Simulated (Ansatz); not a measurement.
Reactions of CH4AlFO, SMILES `C[O][AlH][F]`.

Calculated with Ansatz (gas phase, PBE0-D4/def2-TZVP geometries, no zero-point term in ΔE). CCSD(T)/CBS adds triple-zeta CCSD(T) − MP2 to the extrapolated MP2 energy (def2 sets, frozen cores). This one scheme is used for every species. DFT in def2-TZVPP. No spin–orbit coupling; open shells (•) take unrestricted orbitals. For Se outer-core shells are correlated without core-valence functions, which leaves a few kJ/mol of doubt a bond. Scalar relativity is left out up to krypton. One conformer a species, not always the lowest.

```tsv
reaction	MP2/CBS(def2) (kJ/mol)	r2SCAN-D4 (kJ/mol)
`C[O][AlH][F]` + `OBS` → `C[O][AlH][BH]S` + `OF`	795	743
`C[O][AlH][F]` + `COCS[SiH3]` → `[F][AlH][S][SiH3]` + `COCOC`	21	14
`C[O][AlH][F]` → `[CH3]`• + `[O][AlH][F]`•	464	400
`C[O][AlH][F]` + `OCN[SiH2]S` → `C[O][AlH][SH]` + `OCN[SiH2]F`	-8	-11
`C[O][AlH][F]` + CH₃OH → `C[O][AlH][O]C` + H–F	54	57
`C[O][AlH][F]` + H₂Se → `C[O][AlH][SeH]` + H–F	61	68
`C[O][AlH][F]` + `[SiH3]S` → `C[O][AlH][S][SiH3]` + H–F	62	69
`C[O][AlH][F]` + H–F → `[F][AlH][F]` + CH₃OH	-46	-48
`C[O][AlH][F]` + H₂S → `C[O][AlH][SH]` + H–F	70	74
`C[O][AlH][F]` + `C[O][Al]([Cl])[Cl]` → `C[O][Al]([F])[O]C` + `[Cl][AlH][Cl]`	14	14
```

**Question.** Give the CCSD(T)/CBS values in the same order. (Estimate.)

**Answer.** The calculation gave: 758, 16, 431, -11, 55, 64, 66, -47, 72, 12 kJ/mol.

Largest T1 diagnostic: 0.015, for `C[O][AlH][BH]S`.
